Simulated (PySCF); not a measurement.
# P⁺: excitation energy

P⁺ [Ne] 3s2 3p2 (3P) → P⁺ [Ne] 3s2 3p1 3d1 (high-spin determinant), as a difference of total energies. Computed with PySCF 2.14 in x2c-QZVPPall with one added diffuse shell each of s, p, d, f type (10s7p5d3f1g, 86 functions), with scalar relativity by spin-free X2C-1e. Correlated levels: valence: [Ne] frozen; valence and next inner shell: 1s2 frozen. The calculations carry no spin-orbit coupling.

```csv
method,excitation energy (eV)
UHF,11.719
LDA,10.690
PBE,10.620
PBE0,10.986
r2SCAN,11.099
wB97X-V,11.244
B2PLYP,11.026
LC-wPBE,11.442
B3LYP,10.836
MP2 (valence),11.432
SCS-MP2 (valence),11.408
MP2 (valence and next inner shell),11.411
SCS-MP2 (valence and next inner shell),11.393
```

How much does correlation contribute at MP2 (valence and next inner shell)?

11.411 − (11.719) = -0.308 eV, measured against UHF.

A first-order spin-orbit estimate (lowest level to lowest level, LS coupling) adds 0.009 eV.

The promoted electron is Rydberg-like, and one or two diffuse shells describe it only roughly, which tends to raise the upper state.

The determinant of the upper state mixes LS terms, which raises its energy above the lowest term, most at the Hartree-Fock and MP2 levels.
